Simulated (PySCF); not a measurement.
Several species in one continuum solvent.

All values: PBE0/pcSseg-1 (PySCF, non-relativistic), each on one gas-phase PBE0-D3(BJ)/def2-SVP geometry that isn't relaxed in the solvent. The solvent is an IEF-PCM continuum (Bondi radii, 1.10 Å for H, scaled by 1.2). The model holds no explicit solvent molecules, cavitation or dispersion.

Task: Order them by E(solvent) − E(gas) in tetrahydrofuran (ε = 7.426), most negative first (kJ/mol).
A. `[CH3:1][Si@:2]([NH2:3])([SiH3:4])[N:5]1[CH2:6][CH2:7][CH2:8][CH2:9]1` with C1–Si2–N3–H -153° and 62°, C1–Si2–N5–C6 -167°, Si2–N5–C6–C7 170°, N5–C6–C7–C8 37°, C6–C7–C8–C9 -39°, C7–C8–C9–N5 26°
B. `[CH3:1][C@@H:2]1[CH2:3][SiH2:4][NH:5][Si@@H:6]1[N:7]([CH3:8])[CH3:9]` with N5–Si6–N7–C8 148°, C1–C2–C3–Si4 -164°, C2–C3–Si4–N5 31°, C3–Si4–N5–Si6 -12°, Si4–N5–Si6–N7 117°
C. `[NH2:1][Si@@H:2]([CH2:3][SiH3:4])[N:5]1[CH2:6][CH2:7][CH2:8][CH2:9]1` with H–N1–Si2–C3 -62° and 94°, N1–Si2–C3–Si4 -33°, N1–Si2–N5–C6 50°, Si2–N5–C6–C7 116°, N5–C6–C7–C8 24°, C6–C7–C8–C9 -1°, C7–C8–C9–N5 -23°
D. `[CH3:1][N:2]([CH3:3])[Si@@H:4]1[CH2:5][CH2:6][CH2:7][Si@H:8]1[NH2:9]` with C1–N2–Si4–C5 153°, C7–Si8–N9–H -71° and 148°, N2–Si4–C5–C6 -140°, Si4–C5–C6–C7 51°, C5–C6–C7–Si8 -56°, C6–C7–Si8–N9 -79°
E. `[NH2:1][SiH2:2][CH2:3][SiH2:4][N:5]1[CH2:6][CH2:7][CH2:8][CH2:9]1` with H–N1–Si2–C3 -162° and 58°, N1–Si2–C3–Si4 40°, Si2–C3–Si4–N5 158°, C3–Si4–N5–C6 56°, Si4–N5–C6–C7 111°, N5–C6–C7–C8 23°, C6–C7–C8–C9 0°, C7–C8–C9–N5 -23°

Result: E (-15.3), D (-13.9), A (-13.0), C (-11.7), B (-7.9).

| SMILES | charge | ΔE (kJ/mol) | polarisation term (kJ/mol) | HOMO shift (eV) | dipole gas (D) | dipole solvent (D) | atoms |
| --- | --- | --- | --- | --- | --- | --- | --- |
| N[SiH2]C[SiH2]N1CCCC1 | 0 | -15.3 | -16.7 | -0.01 | 1.19 | 1.57 | 25 |
| CN(C)[Si@@H]1CCC[Si@H]1N | 0 | -13.9 | -14.9 | +0.01 | 0.69 | 0.82 | 25 |
| C[Si@](N)([SiH3])N1CCCC1 | 0 | -13.0 | -14.0 | +0.08 | 2.17 | 2.59 | 25 |
| N[Si@@H](C[SiH3])N1CCCC1 | 0 | -11.7 | -12.5 | +0.05 | 1.03 | 1.19 | 25 |
| C[C@@H]1C[SiH2]N[Si@@H]1N(C)C | 0 | -7.9 | -8.4 | +0.09 | 0.87 | 1.09 | 25 |

The polarisation term is half the interaction of the solute with the induced surface charges.
